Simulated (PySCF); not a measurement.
Zn(SeH)2 (H₂Se₂Zn), SMILES [SeH][Zn][SeH]. Atoms are numbered in the order given.

```xyz
5

Zn     0.0000     0.0000     0.0130
Se    -2.2565    -0.4813     0.0244
H     -2.4936     0.5377    -1.0202
Se     2.2565     0.4813     0.0242
H      2.4936    -0.5377    -1.0203
```

The structure is a stationary point at B3LYP-D3(BJ)/def2-SVP. The structure was generated by enumeration; whether it is a known compound was not checked. One conformer was computed; it need not be the lowest.

Two levels are set side by side: PBE/pcSseg-1 (PySCF) and PBE0/pcSseg-1 (PySCF). GIAO shifts against Me2Se (⁷⁷Se), TMS (¹H) at the same level; non-relativistic, no solvent, atoms listed together averaged. Differences are taken from unrounded values.

| quantity | PBE0 |
|---|---|
| δ(⁷⁷Se) of Se2, Se4 (ppm) | -529.4 |
| δ(¹H) of H3, H5 (ppm) | 0.34 |

**Question.** What does PBE give, and how far is it from PBE0? (Estimate from the structure and the level; the computed values follow.)

**Answer.** 
```json
[
 {"quantity": "δ(⁷⁷Se) of Se2, Se4 (ppm)", "PBE": "-521.7", "PBE minus PBE0": "7.7"},
 {"quantity": "δ(¹H) of H3, H5 (ppm)", "PBE": "0.36", "PBE minus PBE0": "0.02"}
]
```

Rough cost on one machine, each run with all the roots and properties that it gave: PBE0 against PBE within a factor of 2.
